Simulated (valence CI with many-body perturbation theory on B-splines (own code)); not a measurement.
## Energy levels of Pr9+

Computed by configuration interaction combined with many-body perturbation theory (CI+MBPT): four valence electrons over a frozen Dirac-Fock core [Kr] 4d10, a basis of 7 s, 7 p, 7 d, 7 f, 4 g, 2 h functions for each j, with the one-electron correlation potential Σ1, the two-electron term Σ2, the three-electron term Σ3, Breit, model QED; selected CI, second order for the rest, scaled by the run's own slope (own B-spline code, finite nucleus).

No measured levels were compared; by estimate terms of the open shell hold to a few per cent of their energy, and close levels can change places; configurations with another count of f electrons can be misplaced by thousands of cm⁻¹. Among the levels kept, up to 430 cm⁻¹ of a level comes from second order outside the variational space, and about a tenth of that is noise between levels of different J, which matters for small intervals.

Levels 136 to 180 of 219, with energies above the lowest level, 5s²5p² ³P_0. "Leading %" is the weight of the configuration and term that name the level; weights of strongly mixed levels are sums over their largest components and can fall short. In the jj column 3d3/2^4 stands for four electrons in 3d with j = 3/2. Lifetimes count E1, E2, E3, M1 and M2 decay at the calculated energies, and are blank where another channel may lead or the interval is too uncertain; long ones can be off by a factor of two.

| No. | Configuration | Term | J | E (cm⁻¹) | Leading % | Second component | Lifetime | Leading jj |
| --- | --- | --- | --- | --- | --- | --- | --- | --- |
| 136 | 4f²5s5p | ⁵F° | 5 | 250580 | 46 | 25 % 4f²5s5p ⁵G° | 2.97 ns | 4f5/2 4f7/2 5s 5p3/2 (59 %) |
| 137 | 4f²5s5p | ⁵F° | 3 | 251090 | 23 | 15 % 4f²5s5p ⁵D° | 365 ps | 4f5/2 4f7/2 5s 5p3/2 (35 %) |
| 138 | 4f²5s5p | ⁵G° | 6 | 251860 | 30 | 29 % 4f²5s5p ³K° | 2.74 ns | 4f7/2^2 5s 5p3/2 (44 %) |
| 139 | 4f²5s5p | ⁵G° | 4 | 252010 | 37 | 18 % 4f²5s5p ³G° | 1.41 ns | 4f5/2 4f7/2 5s 5p3/2 (61 %) |
| 140 | 4f²5s5p | ⁵D° | 2 | 252970 | 38 | 13 % 4f²5s5p ⁵F° | 1.47 ns | 4f5/2^2 5s 5p3/2 (30 %) |
| 141 | 4f²5s5p | ⁵P° | 1 | 253100 | 20 | 16 % 4f5s5p² ¹P° | 653 ps | 4f5/2 4f7/2 5s 5p1/2 (26 %) |
| 142 | 4f²5s5p | ⁵D° | 0 | 253140 | 92 | 5 % 4f5s5p² ³P° | 15.0 ns | 4f5/2^2 5s 5p3/2 (33 %) |
| 143 | 4f²5s5p | ⁵G° | 5 | 253360 | 40 | 20 % 4f²5s5p ³H° | 11.0 ns | 4f5/2 4f7/2 5s 5p3/2 (54 %) |
| 144 | 4f²5s5p | ⁵D° | 1 | 253460 | 64 | 11 % 4f5s5p² ¹P° | 931 ps | 4f5/2 4f7/2 5s 5p3/2 (33 %) |
| 145 | 4f5s5p² | ³D° | 3 | 253690 | 12 | 10 % 4f²5s5p ⁵F° | 318 ps | 4f7/2 5s 5p3/2^2 (31 %) |
| 146 | 4f²5s5p | ¹H° | 5 | 255400 | 26 | 12 % 4f5s5p² ¹H° | 1.49 ns | 4f7/2^2 5s 5p3/2 (47 %) |
| 147 | 4f²5s5p | ³H° | 6 | 255400 | 38 | 14 % 4f²5s5p ³I° | 5.28 ns | 4f7/2^2 5s 5p3/2 (37 %) |
| 148 | 4f²5s5p | ⁵D° | 2 | 255660 | 22 | 17 % 4f5s5p² ³P° | 986 ps | 4f7/2 5s 5p3/2^2 (32 %) |
| 149 | 4f²5s5p | ³G° | 4 | 256160 | 53 | 22 % 4f²5s5p ³F° | 3.27 ns | 4f5/2 4f7/2 5s 5p3/2 (62 %) |
| 150 | 4f²5s5p | ³G° | 5 | 257710 | 58 | 29 % 4f²5s5p ³H° | 4.06 ns | 4f5/2 4f7/2 5s 5p3/2 (45 %) |
| 151 | 4f5s5p² | ³P° | 1 | 257770 | 18 | 12 % 4f²5s5p ⁵P° | 131 ps | 5s 5p1/2 5p3/2^2 (21 %) |
| 152 | 4f²5s5p | ³H° | 6 | 257880 | 55 | 11 % 4f²5s5p ¹I° | 4.18 ns | 4f5/2^2 5s 5p3/2 (43 %) |
| 153 | 4f²5s5p | ³G° | 3 | 258900 | 39 | 17 % 4f²5s5p ³F° | 613 ps | 4f5/2 4f7/2 5s 5p3/2 (55 %) |
| 154 | 4f²5s5p | ³I° | 7 | 259250 | 89 | 5 % 4f²5s5p ⁵H° | 32.2 ns | 4f5/2 4f7/2 5s 5p3/2 (51 %) |
| 155 | 4f²5s5p | ³F° | 2 | 261010 | 53 | 8 % 4f²5s5p ⁵D° | 3.51 ns | 4f5/2 4f7/2 5s 5p3/2 (69 %) |
| 156 | 4f²5s5p | ³F° | 3 | 261310 | 38 | 19 % 4f²5s5p ³D° | 3.56 ns | 4f5/2 4f7/2 5s 5p3/2 (71 %) |
| 157 | 4f²5s5p | ³F° | 4 | 262540 | 52 | 10 % 4f²5s5p ¹G° | 730 ps | 4f7/2^2 5s 5p3/2 (51 %) |
| 158 | 4f²5s5p | ³P° | 0 | 263250 | 64 | 15 % 5s5p³ ³P° | 2.24 ns | 4f7/2^2 5s 5p3/2 (41 %) |
| 159 | 4f²5s5p | ³F° | 2 | 264160 | 73 | 8 % 4f²5s5p ³D° | 1.54 ns | 4f5/2 4f7/2 5s 5p3/2 (46 %) |
| 160 | 5s5p³ | ³S° | 1 | 264590 | 30 | 14 % 4f²5s5p ⁵P° | 60.4 ps | 5s 5p1/2 5p3/2^2 (33 %) |
| 161 | 4f²5s5p | ³F° | 3 | 264720 | 33 | 9 % 4f²5s5p ³G° | 1.83 ns | 4f7/2^2 5s 5p3/2 (53 %) |
| 162 | 4f²5s5p | ¹I° | 6 | 265360 | 56 | 17 % 4f²5s5p ³I° | 9.93 ns | 4f5/2 4f7/2 5s 5p3/2 (54 %) |
| 163 | 4f²5s5p | ³G° | 4 | 266950 | 59 | 17 % 4f²5s5p ¹G° | 925 ps | 4f5/2^2 5s 5p3/2 (37 %) |
| 164 | 4f²5s5p | ³G° | 5 | 267490 | 71 | 8 % 4f²5s5p ¹H° | 848 ps | 4f5/2 4f7/2 5s 5p3/2 (47 %) |
| 165 | 4f²5s5p | ³D° | 1 | 267570 | 39 | 19 % 4f²5s5p ³P° | 471 ps | 4f5/2 4f7/2 5s 5p3/2 (36 %) |
| 166 | 5s5p³ | ¹D° | 2 | 267800 | 24 | 20 % 5s5p³ ³P° | 150 ps | 5s 5p3/2^3 (38 %) |
| 167 | 4f²5s5p | ³D° | 1 | 269420 | 52 | 14 % 4f²5s5p ³P° | 289 ps | 4f5/2 4f7/2 5s 5p1/2 (20 %) |
| 168 | 4f²5s5p | ¹F° | 3 | 269620 | 45 | 16 % 4f²5s5p ³G° | 1.21 ns | 4f5/2 4f7/2 5s 5p3/2 (50 %) |
| 169 | 4f²5s5p | ⁵D° | 4 | 269770 | 42 | 21 % 4f²5s5p ³F° | 1.42 ns | 4f5/2 4f7/2 5s 5p3/2 (52 %) |
| 170 | 4f²5s5p | ⁵P° | 2 | 269990 | 57 | 18 % 4f²5s5p ⁵S° | 7.91 ns | 4f5/2 4f7/2 5s 5p3/2 (45 %) |
| 171 | 4f²5s5p | ³K° | 7 | 272110 | 68 | 29 % 4f²5s5p ³I° | 8.83 ns | 4f5/2 4f7/2 5s 5p3/2 (80 %) |
| 172 | 4f²5s5p | ⁵D° | 4 | 272940 | 46 | 12 % 4f²5s5p ³F° | 965 ps | 4f7/2^2 5s 5p3/2 (68 %) |
| 173 | 4f²5s5p | ³D° | 2 | 273310 | 34 | 9 % 4f5s5p² ¹D° | 316 ps | 4f7/2^2 5s 5p3/2 (38 %) |
| 174 | 4f²5s5p | ³F° | 4 | 274040 | 49 | 20 % 4f²5s5p ¹G° | 378 ps | 4f7/2^2 5s 5p3/2 (47 %) |
| 175 | 4f²5s5p | ⁵P° | 3 | 274340 | 32 | 26 % 4f²5s5p ³D° | 2.23 ns | 4f5/2 4f7/2 5s 5p3/2 (64 %) |
| 176 | 4f5s5p² | ³F° | 2 | 274840 | 16 | 11 % 4f²5s5p ¹D° | 124 ps | 4f5/2 5s 5p3/2^2 (37 %) |
| 177 | 4f²5s5p | ³H° | 6 | 275090 | 55 | 25 % 4f²5s5p ³I° | 2.62 ns | 4f5/2 4f7/2 5s 5p3/2 (62 %) |
| 178 | 4f²5s5p | ³D° | 2 | 275650 | 14 | 13 % 4f5s5p² ³F° | 141 ps | 4f5/2 5s 5p3/2^2 (27 %) |
| 179 | 4f²5s5p | ⁵P° | 3 | 276690 | 35 | 31 % 4f²5s5p ³D° | 812 ps | 4f7/2^2 5s 5p3/2 (48 %) |
| 180 | 4f5s5p² | ³F° | 3 | 278220 | 40 | 29 % 4f5s5p² ³D° | 79.7 ps | 4f7/2 5s 5p3/2^2 (39 %) |

Names give the largest LS component (configuration and term), which can be under half, so a name can repeat, a term be missing and a line seem to break the LS rules; names also repeat where a configuration has a term twice.

Where two levels of one J and parity lie close, their mixing, g and order are uncertain.
